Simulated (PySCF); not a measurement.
A structure optimised at PBE-D3(BJ)/def2-TZVP, used in a PySCF frequency run:

```
S
C 1 1.7041
H 2 1.0870 1 117.00
H 2 1.0878 3 120.72 1 168.62
C 1 1.8092 2 101.65 3 -177.16
H 5 1.0968 1 107.18 2 -178.86
H 5 1.0978 6 109.55 1 119.74
H 5 1.0983 6 109.27 7 120.69
```
Charge 0, spin multiplicity 2.

**Question.** Write its SMILES and formula.

**Answer.** [CH2]SC, C2H5S

**Question.** What are its rotational constants (standard atomic weights)?

**Answer.** 20.840, 8.0897, 6.0625 GHz
